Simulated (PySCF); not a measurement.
Structure with atom numbers: `[NH2:1][C:2](=[O:3])[C:4]([F:5])([F:6])[F:7]`; H(Xn) means a hydrogen on atom n. Ha(N1) is cis to the C=O or C=S heteroatom; Hb(N1) is trans to the C=O or C=S heteroatom.

Theoretical values (PySCF 2.14): shieldings: GIAO PBE0/pcSseg-1, geometry: PBE0-D3(BJ)/def2-SVP. Relativity neglected, a single conformation, no solvent model, one averaged value for each set of equivalent atoms.

δ = σ(ref) − σ, references computed at the same level: $^{13}$C (184.41 ppm) and $^{1}$H (31.27 ppm) vs TMS; $^{15}$N (265.67 ppm) against NH3; $^{17}$O (334.56 ppm) against H2O; CFCl3 for $^{19}$F (177.25 ppm).

```
   atoms   nucleus  count  δ (ppm)
      N1  $^{15}$N      1    112.1
F5/F6/F7  $^{19}$F      3    -90.7
  Hb(N1)   $^{1}$H      1        ?
      O3  $^{17}$O      1    408.3
      C2  $^{13}$C      1    160.1
  Ha(N1)   $^{1}$H      1     4.57
      C4  $^{13}$C      1        ?
```

Problem. Fill in the missing shifts.

Solution. 
- C4: 120.2 ppm, CF3 carbon; 3 electronegative neighbours deshield it
- Hb(N1): 5.71 ppm, hydrogen on an amide-type nitrogen; exchangeable; this is the value without hydrogen bonding to other molecules

OH/NH shifts are gas-phase values; hydrogen bonding in solution moves them, usually downfield. Rotation about the amide-type C–N bond is slow at room temperature, so the two groups on nitrogen are listed apart. Shifts are as computed. Against solution values, carbons near 30 ppm lie about +2 ppm off and those near 130 ppm about +5 ppm. Of 1211 compounds with measured shifts, 218 miss one by over three times the rms of a fit or turn the order of signals round; such compounds aren't used in these exercises. Hydrogen bonding in solution shields acid and N–H amide carbonyl oxygens by tens of ppm. The C=O carbon of an acid or of an amide with N–H lies up to 10 ppm further downfield in solution, through hydrogen bonding that the calculation lacks. Unscaled 19F shifts against computed CFCl3 carry errors that often reach 10 to 50 ppm. Unscaled 17O shifts of doubly bonded oxygen tend to come out too high, by tens of ppm or more. Experimental scales use liquid or dissolved standards, which lie at an offset from isolated NH3 (liquid NH3: subtract about 20 ppm) and H2O (liquid H2O: subtract about 36 ppm).
